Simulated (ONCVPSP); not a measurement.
u(r) = r·R(r): atom against pseudo-atom (strontium)

Columns: radius, all-electron u(r) and pseudo u(r) of the 4p shell (level -23.14 eV) of strontium in the configuration [Ar] 3d10 4s2 4p6 5s1.75 5p0.25; PBEsol, scalar-relativistic, ONCV scheme, ONCVPSP 4.0.1.

```json
{"r (bohr)": "0.125", "all-electron": "0.2173", "pseudo": "0.0211"}
{"r (bohr)": "0.250", "all-electron": "-0.2679", "pseudo": "0.0821"}
{"r (bohr)": "0.375", "all-electron": "-0.4402", "pseudo": "0.1762"}
{"r (bohr)": "0.500", "all-electron": "-0.2710", "pseudo": "0.2933"}
{"r (bohr)": "0.625", "all-electron": "0.0300", "pseudo": "0.4212"}
{"r (bohr)": "0.750", "all-electron": "0.3290", "pseudo": "0.5474"}
{"r (bohr)": "0.875", "all-electron": "0.5699", "pseudo": "0.6608"}
{"r (bohr)": "1.000", "all-electron": "0.7388", "pseudo": "0.7526"}
{"r (bohr)": "1.125", "all-electron": "0.8408", "pseudo": "0.8173"}
{"r (bohr)": "1.250", "all-electron": "0.8873", "pseudo": "0.8529"}
{"r (bohr)": "1.375", "all-electron": "0.8917", "pseudo": "0.8604"}
{"r (bohr)": "1.500", "all-electron": "0.8661", "pseudo": "0.8432"}
{"r (bohr)": "1.625", "all-electron": "0.8206", "pseudo": "0.8063"}
{"r (bohr)": "1.750", "all-electron": "0.7631", "pseudo": "0.7554"}
{"r (bohr)": "1.875", "all-electron": "0.6995", "pseudo": "0.6959"}
{"r (bohr)": "2.000", "all-electron": "0.6339", "pseudo": "0.6325"}
{"r (bohr)": "2.125", "all-electron": "0.5692", "pseudo": "0.5688"}
{"r (bohr)": "2.250", "all-electron": "0.5075", "pseudo": "0.5073"}
{"r (bohr)": "2.375", "all-electron": "0.4497", "pseudo": "0.4497"}
{"r (bohr)": "2.500", "all-electron": "0.3966", "pseudo": "0.3966"}
{"r (bohr)": "2.625", "all-electron": "0.3484", "pseudo": "0.3484"}
{"r (bohr)": "2.750", "all-electron": "0.3051", "pseudo": "0.3051"}
{"r (bohr)": "2.875", "all-electron": "0.2665", "pseudo": "0.2665"}
{"r (bohr)": "3.000", "all-electron": "0.2323", "pseudo": "0.2323"}
{"r (bohr)": "3.125", "all-electron": "0.2022", "pseudo": "0.2022"}
{"r (bohr)": "3.250", "all-electron": "0.1757", "pseudo": "0.1757"}
```

(1) How many radial nodes do the two functions have?

(2) At about which radius was the pseudo-wave matched?

(3) Is the pseudo-wave norm-conserving?

Answers

(1) The all-electron 4p function has n − l − 1 = 2; the pseudo-wave has 0, since the states of the same l below it are removed with the core.

(2) 2.50 bohr. The columns agree to 0.0005 from 2.12 bohr on; several derivatives are matched, so the curves merge somewhat inside the radius.

(3) Yes: the ONCV scheme keeps the norm inside the radius equal to the all-electron one, which fixes the energy derivative of the logarithmic derivative at the level.
